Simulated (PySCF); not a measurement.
**SMILES F[C@]1(C)OC[C@H]1C(=O)O, C₅H₇FO₃**

Cartesian coordinates in Å; atom numbers follow the order of the lines, from 1:
```xyz
16

C    -0.656   -1.283    1.095
C    -1.023   -0.022    0.345
F    -2.272   -0.196   -0.219
O    -1.000    1.155    1.102
C    -0.086    1.801    0.206
C    -0.038    0.565   -0.699
C     1.293   -0.128   -0.810
O     2.273    0.144   -0.172
O     1.257   -1.113   -1.709
H    -1.384   -1.441    1.886
H    -0.672   -2.129    0.412
H     0.332   -1.171    1.533
H     0.863    2.024    0.699
H    -0.516    2.700   -0.236
H    -0.495    0.666   -1.682
H     2.116   -1.563   -1.763
```

Computed with PySCF, TDDFT B3LYP/def2-SVPD circular dichroism and optical rotation, one conformer, gas phase. Geometry: GFN2-xTB.

The molecule is flexible and this is one conformer; a measurement averages over conformers. States above about 8.1 eV lie in this functional's continuum (it starts at minus the energy of the highest occupied orbital, well below the true ionisation energy for most functionals) and depend on the basis.

Stereocentres: C2 S, C6 S.

Problem. Give the optical rotatory dispersion at 633, 589.3, 546, 436, 405, 365, 355 nm.

Solution. [α] in deg dm⁻¹ (g/mL)⁻¹:
```tsv
λ (nm)	origin-invariant length gauge	modified velocity gauge	length gauge (centre of mass)	isotropic polarisability (au)
633	+54.1	+52.0	+53.5	70.0
589.3	+63.8	+61.3	+63.1	70.2
546	+76.3	+73.4	+75.5	70.5
436	+133.2	+128.3	+131.9	71.5
405	+161.7	+155.9	+160.2	72.0
365	+215.2	+207.6	+213.2	72.8
355	+232.8	+224.6	+230.6	73.1
```

Problem. And for the mirror image at 589.3 nm?

Solution. -63.8 deg dm⁻¹ (g/mL)⁻¹ (origin-invariant length gauge): the same size and the opposite sign.

Problem. What is the molar rotation [Φ] = [α]·M/100 of the geometry above at 589.3 nm?

Solution. With M = 134.11 g/mol, +85.5 deg cm² dmol⁻¹ (origin-invariant length gauge).

The first excitation lies at 5.72 eV (217 nm) with R = -5.2 × 10⁻⁴⁰ esu² cm² (velocity form).
